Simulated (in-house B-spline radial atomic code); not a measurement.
Configurations of Co VI (Co5+), with energies counted from [Ar] (3d3/2)4. All numbers are computed (Dirac-Hartree-Fock, average of each configuration as written; Fermi nucleus of rms radius 3.7875 fm) with an all-electron radial atomic-structure program (B-spline basis), not measured. Energies include first-order Breit, QED and recoil terms.

Occupations are held fixed; configurations that lie above the ionisation limit could autoionise.

```csv
configuration,E - E(ref) (eV),highest orbital,its <r> (bohr)
[Ar] (3d5/2)4,1.6724,3d5/2,0.8255
[Ar] (3d3/2)2 (3d5/2)2,1.8738,3d5/2,0.8267
[Ar] (3d3/2)3 (4p3/2)1,43.56,4p3/2,2.057
[Ne] 3s2 (3p1/2)1 (3p3/2)4 (3d3/2)1 (3d5/2)4,64.914,3d3/2,0.8287
[Ar] (3d3/2)3 (7g9/2)1,90.58,7g9/2,10.57
[Ne] 3s2 (3p1/2)1 (3p3/2)4 (3d3/2)3 (3d5/2)1 (5g7/2)1,149.34,5g7/2,4.575
```

Order these further configurations by energy, lowest first.
A. [Ar] (3d5/2)3 (7p3/2)1
B. [Ar] (3d5/2)3 (5f7/2)1
C. [Ar] (3d5/2)3 (6f7/2)1
D. [Ne] 3s2 (3p1/2)1 (3p3/2)4 (3d3/2)3 (3d5/2)1 (7g7/2)1
E. [Ar] (3d5/2)3 4s1

E (34.304 eV), B (81.656 eV), C (87.808 eV), A (88.025 eV), D (158.94 eV).

How far above the reference does [Ar] (3d3/2)3 (6p1/2)1 lie?

80.674 eV; its least bound orbital is 6p1/2 with <r> = 6.029 bohr.
